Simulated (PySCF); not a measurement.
A structure optimised at TPSSh-D3(BJ)/def2-SVP, used in a PySCF frequency run:

```xyz
11

C      2.5158     0.7726    -2.0910
C      2.1193    -0.1375    -1.3850
C      1.6280    -1.1826    -0.5498
C      0.4873    -1.0692     0.1712
Si    -0.5623     0.4823     0.1419
Cl    -2.1765     0.1756     1.4216
H      2.8687     1.5724    -2.7144
H      2.2249    -2.1025    -0.5151
H      0.1789    -1.9205     0.7885
H     -1.0971     0.7529    -1.2153
H      0.1944     1.6609     0.6307
```
Charge 0, spin multiplicity 1.

Q: Write its SMILES and formula.

A: C#C/C=C\[SiH2]Cl, C₄H₅ClSi

Q: What are its rotational constants (standard atomic weights)?

A: 7.2212, 0.99122, 0.88063 GHz
